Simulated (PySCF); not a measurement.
C3H9NSi2, SMILES CC1=C[SiH2]N[SiH2]1.

Geometry: B3LYP-D3(BJ)/def2-SVP. The structure was generated by enumeration, and PubChem lists no compound with its InChIKey, so it may never have been made.

Level of theory: TDA-PBE0/def2-SVPD run with PySCF 2.14.0.

Vertical excitations.  State labels are in the subgroup Cs.

Problem. Estimate the UV-visible absorptions. (The exact figures need the calculation; the answer reports its results.)

Solution. 
```json
[
 {"state": "S1", "symmetry": "A'", "energy (eV)": "5.62", "λ (nm)": "221", "f": "0.027", "main pairs": "HOMO→LUMO 98 %"},
 {"state": "S2", "symmetry": "A\"", "energy (eV)": "6.04", "λ (nm)": "205", "f": "0.004", "main pairs": "HOMO→LUMO+1 88 %"},
 {"state": "S3", "symmetry": "A\"", "energy (eV)": "6.22", "λ (nm)": "199", "f": "0.011", "main pairs": "HOMO−2→LUMO 87 %"},
 {"state": "S4", "symmetry": "A\"", "energy (eV)": "6.56", "λ (nm)": "189", "f": "0.000", "main pairs": "HOMO−1→LUMO+1 96 %"},
 {"state": "S5", "symmetry": "A\"", "energy (eV)": "6.72", "λ (nm)": "185", "f": "0.024", "main pairs": "HOMO→LUMO+2 90 %"},
 {"state": "S6", "symmetry": "A'", "energy (eV)": "6.82", "λ (nm)": "182", "f": "0.381", "main pairs": "HOMO−1→LUMO 86 %"},
 {"state": "S7", "symmetry": "A\"", "energy (eV)": "6.95", "λ (nm)": "178", "f": "0.000", "main pairs": "HOMO−1→LUMO+2 95 %"},
 {"state": "S8", "symmetry": "A\"", "energy (eV)": "7.09", "λ (nm)": "175", "f": "0.000", "main pairs": "HOMO→LUMO+3 70 %, HOMO−3→LUMO 18 %"},
 {"state": "S9", "symmetry": "A\"", "energy (eV)": "7.18", "λ (nm)": "173", "f": "0.001", "main pairs": "HOMO−3→LUMO 75 %, HOMO→LUMO+3 16 %"},
 {"state": "S10", "symmetry": "A'", "energy (eV)": "7.33", "λ (nm)": "169", "f": "0.012", "main pairs": "HOMO−2→LUMO+1 97 %"},
 {"state": "T1", "symmetry": "A'", "energy (eV)": "4.00", "λ (nm)": "310", "f": "0", "main pairs": "HOMO−1→LUMO 94 %"},
 {"state": "T2", "symmetry": "A'", "energy (eV)": "5.47", "λ (nm)": "227", "f": "0", "main pairs": "HOMO→LUMO 99 %"},
 {"state": "T3", "symmetry": "A\"", "energy (eV)": "5.53", "λ (nm)": "224", "f": "0", "main pairs": "HOMO−2→LUMO 98 %"},
 {"state": "T4", "symmetry": "A\"", "energy (eV)": "5.71", "λ (nm)": "217", "f": "0", "main pairs": "HOMO→LUMO+1 95 %"}
]
```
Triplets are in the Tamm–Dancoff approximation.
